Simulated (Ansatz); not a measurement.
`[OH][Ga]([F])[Br]` + `Br[SiH]1[NH][AlH]1` → `[F][Ga]([Br])[Br]` + `O[SiH]1[NH][AlH]1`  (redistribution)

Calculated with Ansatz (gas phase, PBE0-D4/def2-TZVP geometries, no zero-point term in ΔE). CBS: MP2 limit from def2 TZ/QZ plus the TZ coupled-cluster correction, frozen cores. Functionals use def2-TZVPP. B3LYP here is the variant with VWN-RPA as its local correlation; programs differ in this. HSE06 is defined as in plane-wave codes. For Br, Ga outer-core shells are correlated without core-valence functions, which leaves a few kJ/mol of doubt a bond. Scalar relativity is left out up to krypton. One conformer a species, not always the lowest.

```csv
level,ΔE (kJ/mol),difference from CCSD(T)/CBS
LDA (SPW92),-54.8,0.6
PBE-D4,-51.6,3.8
revPBE-D4,-50.4,5.0
BLYP-D4,-55.6,-0.2
r2SCAN-D4,-56.3,-0.9
B97M-V,-61.4,-6.0
PBE0-D4,-56.1,-0.7
B3LYP-D4,-59.4,-4.0
r2SCANh-D4,-57.6,-2.2
r2SCAN0-D4,-59.4,-4.0
BHLYP-D4,-65.1,-9.7
CAM-B3LYP-D4,-61.2,-5.8
ωB97X-V,-57.1,-1.7
ωB97M-V,-58.6,-3.2
B2PLYP,-57.4,-2.0
PBE-QIDH,-56.4,-1.0
revPBE,-50.3,5.1
BLYP,-56.2,-0.8
r2SCAN,-56.4,-1.0
PBE0,-56.4,-1.0
B3LYP,-60.0,-4.6
r2SCANh,-57.7,-2.3
r2SCAN0,-59.5,-4.1
HSE06,-56.1,-0.7
BHLYP,-65.4,-10.0
CAM-B3LYP,-61.6,-6.2
RPA@PBE/def2-TZVPP,-55.0,0.4
HF/def2-SVP,-58.2,-2.8
MP2/def2-SVP,-42.8,12.6
CCSD/def2-SVP,-47.3,8.1
CCSD(T)/def2-SVP,-46.1,9.3
HF/def2-TZVPP,-69.9,-14.5
MP2/def2-TZVPP,-52.5,2.9
SCS-MP2/def2-TZVPP,-54.2,1.2
CCSD/def2-TZVPP,-58.3,-2.9
HF/def2-QZVPP,-69.7,-14.3
SCS-MP2/def2-QZVPP,-53.6,1.8
HF/CBS(def2),-69.7,-14.3
MP2/CBS(def2),-51.7,3.7
CCSD/CBS(def2),-57.5,-2.1
CCSD(T)/CBS,-55.4,0
```

Largest T1 diagnostic among the species: 0.014.

Leaving LDA and LC-ωPBE aside and taking each functional with its dispersion term where it has one, the values spread over 14.8 kJ/mol, from BHLYP-D4 to revPBE-D4. From r2SCAN to r2SCAN0 (25 % exact exchange), in def2-TZVPP and without D4, ΔE moves by −3.1 kJ/mol.
